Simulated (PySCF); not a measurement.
**Zinc: a sound run and one with changed settings**

Sound run: Zn⁺ [Ar] 3d10 4s1, Zn²⁺ [Ar] 3d10. All numbers are calculated (PySCF 2.14, the spin-free X2C one-electron Hamiltonian (Gaussian nucleus), in x2c-TZVPall (6s5p4d1f, 48 functions)). The sound run starts from symmetry-adapted Hartree-Fock orbitals and uses a fine grid where one is needed.

Changed run: radial step 0.8 in ln r (0.13 in the sound run). This setting is unsound on purpose.

```tsv
species	method	sound run (hartree)	changed run (hartree)	converged
Zn⁺	UHF	-1793.96788	-1793.96788	yes
Zn⁺	TPSS	-1795.56691	-1795.44540	yes
Zn⁺	B3LYP	-1795.60853	-1795.62100	yes
Zn²⁺	UHF	-1793.34765	-1793.34765	yes
Zn²⁺	TPSS	-1794.88856	-1794.77340	yes
Zn²⁺	B3LYP	-1794.92033	-1794.93792	yes
```

Ionisation energy of Zn⁺:

```tsv
method	sound run (eV)	changed run (eV)
UHF	16.877	16.877
TPSS	18.459	18.286
B3LYP	18.727	18.587
```

A coarse radial grid mis-integrates the density and the exchange-correlation energy, with errors of either sign; Hartree-Fock needs no grid.

For comparison, NIST gives 17.964 eV between the lowest levels.
